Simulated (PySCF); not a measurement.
# Working out the ionisation energy of Ge

Ge [Ar] 3d10 4s2 4p2 (3P) → Ge+ [Ar] 3d10 4s2 4p1 (2P). All numbers are calculated (PySCF 2.14, a scalar-relativistic core potential, in aug-cc-pVQZ-PP with ECP10MDF (7s6p5d3f2g, 89 functions)). Frozen: 3s2 3p6 3d10. Energies in hartree (1 hartree = 27.21139 eV):

| part | Ge (lower) | Ge+ (upper) |
| --- | --- | --- |
| UHF | -293.353889 | -293.081882 |
| MP2 opposite-spin | -0.044703 | -0.037244 |
| MP2 same-spin | -0.009198 | -0.002667 |

**Question.** What does Hartree-Fock give?

**Answer.** (-293.081882) − (-293.353889) = 0.272007 hartree = 7.402 eV.

**Question.** What do MP2 and SCS-MP2 (6/5 opposite-spin, 1/3 same-spin) give?

**Answer.** The opposite-spin parts differ by 0.203 eV and the same-spin parts by 0.178 eV. MP2: 7.402 + (0.203) + (0.178) = 7.783 eV. SCS-MP2: 7.402 + 1.2 × (0.203) + (0.178)/3 = 7.705 eV.

Measured between the centres of the two terms (NIST): 7.925 eV, so MP2 (valence) is off by -0.142 eV.

What remains against the reference includes basis incompleteness, the frozen core and correlation beyond second order.
